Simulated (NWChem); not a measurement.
System: TiBrF3; SMILES [F][Ti]([F])([Br])[F]

NWChem input:

```
start job
memory heap 200 mb stack 900 mb global 1100 mb
geometry units angstroms
  Ti     0.220040    -0.398545     0.746940
  F      0.562783     0.873187     1.806526
  F      1.562587    -1.338263     0.331801
  F     -1.154547    -1.293178     1.156472
  Br    -0.362747     0.656939    -1.230745
end
basis spherical
  * library def2-svp
end
dft
  xc pbe0
  iterations 150
end
driver
  maxiter 120
end
task dft optimize
task dft freq
```

NWChem printed, in part:

```
             Northwest Computational Chemistry Package (NWChem) 7.3.0
             --------------------------------------------------------

 C3  symmetry detected

                             Geometry "geometry" -> ""
                             -------------------------

 Output coordinates in angstroms (scale by  1.889725989 to convert to a.u.)

  No.       Tag          Charge          X              Y              Z
 ---- ---------------- ---------- -------------- -------------- --------------
    1 Ti                  22.0000     0.00000000    -0.00000000    -0.83283013
    2 F                    9.0000     1.29578605    -1.00461388    -1.24432446
    3 F                    9.0000     0.22212811     1.62449058    -1.24432446
    4 F                    9.0000    -1.51791416    -0.61987670    -1.24432446
    5 Br                  35.0000     0.00000000     0.00000000     1.48340067

 Effective nuclear repulsion energy (a.u.)     564.2709434566

      Symmetry information
      --------------------

 Group name             C3
 Group number              5
 Group order               3
 No. of unique centers     3

                                Z-matrix (autoz)
                                --------

 Units are Angstrom for bonds and degrees for angles

      Type          Name      I     J     K     L     M      Value
      ----------- --------  ----- ----- ----- ----- ----- ----------
    1 Stretch                  1     2                       1.69046
    2 Stretch                  1     3                       1.69046
    3 Stretch                  1     4                       1.69046
    4 Stretch                  1     5                       2.31623
    5 Bend                     2     1     3               114.27511
    6 Bend                     2     1     4               114.27511
    7 Bend                     2     1     5               104.08861
    8 Bend                     3     1     4               114.27511
    9 Bend                     3     1     5               104.08861
   10 Bend                     4     1     5               104.08861

                           NWChem Geometry Optimization
                           ----------------------------

 maximum gradient threshold         (gmax) =   0.000450
 rms gradient threshold             (grms) =   0.000300
 maximum cartesian step threshold   (xmax) =   0.001800
 rms cartesian step threshold       (xrms) =   0.001200
 fixed trust radius                (trust) =   0.300000
 source of zmatrix                         =   autoz

          -------------------
          Energy Minimization
          -------------------

 Using diagonal initial Hessian
 Scaling for Hessian diagonals: bonds = 1.00  angles = 0.25  torsions = 0.10

          --------
          Step   0

                                 NWChem DFT Module
                                 -----------------

 Summary of "ao basis" -> "ao basis" (spherical)
 ------------------------------------------------------------------------------
       Tag                 Description            Shells   Functions and Types
 ---------------- ------------------------------  ------  ---------------------
 Ti                         def2-svp                11       31   5s3p2d1f
 F                          def2-svp                 6       14   3s2p1d
 Br                         def2-svp                12       32   5s4p3d

      Symmetry analysis of basis
      --------------------------

        a          39
        e+         33
        e-         33

  Rotation of axis

            General Information
            -------------------
          SCF calculation type: DFT
          Wavefunction type:  closed shell.
          No. of atoms     :     5
          No. of electrons :    84
           Alpha electrons :    42
            Beta electrons :    42
          Charge           :     0
          Spin multiplicity:     1
          Use of symmetry is: on ; symmetry adaption is: on
          Maximum number of iterations: 150
          AO basis - number of functions:   105
                     number of shells:    41
          Convergence on energy requested:  1.00D-06
          Convergence on density requested:  1.00D-05
          Convergence on gradient requested:  5.00D-04

              XC Information
              --------------
                         PBE0 Method XC Functional
                     Hartree-Fock (Exact) Exchange  0.250
          PerdewBurkeErnzerhof Exchange Functional  0.750
            Perdew 1991 LDA Correlation Functional  1.000 local
           PerdewBurkeErnz. Correlation Functional  1.000 non-local

[...]

      ----------------------
      Optimization converged
      ----------------------

  Step       Energy      Delta E   Gmax     Grms     Xrms     Xmax
  ---- ---------------- -------- -------- -------- -------- --------
@    4   -3721.99307444 -6.9D-07  0.00040  0.00013  0.00025  0.00079
                                     ok       ok       ok       ok

                                Z-matrix (autoz)
                                --------

 Units are Angstrom for bonds and degrees for angles

      Type          Name      I     J     K     L     M      Value     Gradient
      ----------- --------  ----- ----- ----- ----- ----- ---------- ----------
    1 Stretch                  1     2                       1.72038   -0.00007
    2 Stretch                  1     3                       1.72038   -0.00007
    3 Stretch                  1     4                       1.72038   -0.00007
    4 Stretch                  1     5                       2.33121   -0.00040
    5 Bend                     2     1     3               108.94258   -0.00001
    6 Bend                     2     1     4               108.94258   -0.00001
    7 Bend                     2     1     5               109.99483    0.00001
    8 Bend                     3     1     4               108.94258   -0.00001
    9 Bend                     3     1     5               109.99483    0.00001
   10 Bend                     4     1     5               109.99483    0.00001

                         Geometry "geometry" -> "geometry"
                         ---------------------------------

 Output coordinates in angstroms (scale by  1.889725989 to convert to a.u.)

  No.       Tag          Charge          X              Y              Z
 ---- ---------------- ---------- -------------- -------------- --------------
    1 Ti                  22.0000    -0.00000000     0.00000000    -0.72976762
    2 F                    9.0000     1.27766790    -0.99056700    -1.31802617
    3 F                    9.0000     0.21902223     1.60177636    -1.31802617
    4 F                    9.0000    -1.49669013    -0.61120936    -1.31802617
    5 Br                  35.0000     0.00000000     0.00000000     1.60144329

 Effective nuclear repulsion energy (a.u.)     553.2676106659

      Symmetry information
      --------------------

 Group name             C3
 Group number              5
 Group order               3
 No. of unique centers     3

                Final and change from initial internal coordinates
                --------------------------------------------------

                                Z-matrix (autoz)
                                --------

 Units are Angstrom for bonds and degrees for angles

[...]

 Rotational Constants
 --------------------
 A=   0.113165 cm-1  (  0.162816 K)
 B=   0.042052 cm-1  (  0.060502 K)
 C=   0.042052 cm-1  (  0.060502 K)

 Temperature                      =   298.15K
 frequency scaling parameter      =   1.0000

 Zero-Point correction to Energy  =    5.379 kcal/mol  (  0.008572 au)
 Thermal correction to Energy     =    9.365 kcal/mol  (  0.014924 au)
 Thermal correction to Enthalpy   =    9.957 kcal/mol  (  0.015868 au)

 Total Entropy                    =   81.234 cal/mol-K
   - Translational                =   41.498 cal/mol-K (mol. weight = 182.8597)
   - Rotational                   =   26.284 cal/mol-K (symmetry #  =        3)
   - Vibrational                  =   13.451 cal/mol-K

 Cv (constant volume heat capacity) =   18.602 cal/mol-K
   - Translational                  =    2.979 cal/mol-K
   - Rotational                     =    2.979 cal/mol-K
   - Vibrational                    =   12.644 cal/mol-K

[normal modes left out]

 ----------------------------------------------------------------------------
 Normal Eigenvalue ||           Projected Infra Red Intensities
  Mode   [cm**-1]  || [atomic units] [(debye/angs)**2] [(KM/mol)] [arbitrary]
 ------ ---------- || -------------- ----------------- ---------- -----------
    1       -0.000 ||    0.000001           0.000         0.001       0.000
    2       -0.000 ||    0.000000           0.000         0.000       0.000
    3        0.000 ||    0.000001           0.000         0.001       0.000
    4        0.000 ||    0.000001           0.000         0.001       0.000
    5        0.000 ||    0.000000           0.000         0.000       0.000
    6        0.000 ||    0.000001           0.000         0.001       0.000
    7      144.383 ||    0.001852           0.043         1.805       0.413
    8      144.383 ||    0.001852           0.043         1.805       0.413
    9      183.630 ||    0.002741           0.063         2.672       0.611
   10      209.464 ||    0.009054           0.209         8.826       2.019
   11      209.465 ||    0.009053           0.209         8.826       2.019
   12      384.497 ||    0.073630           1.699        71.779      16.422
   13      785.015 ||    0.167120           3.856       162.917      37.274
   14      851.899 ||    0.203612           4.697       198.491      45.413
   15      851.900 ||    0.203613           4.698       198.492      45.414
 ----------------------------------------------------------------------------
```

Level: PBE0/def2-SVP. This build's default masses of Se (78.918 u) and Br (79.917 u) are each other's, which moves their modes by up to 0.6 %.
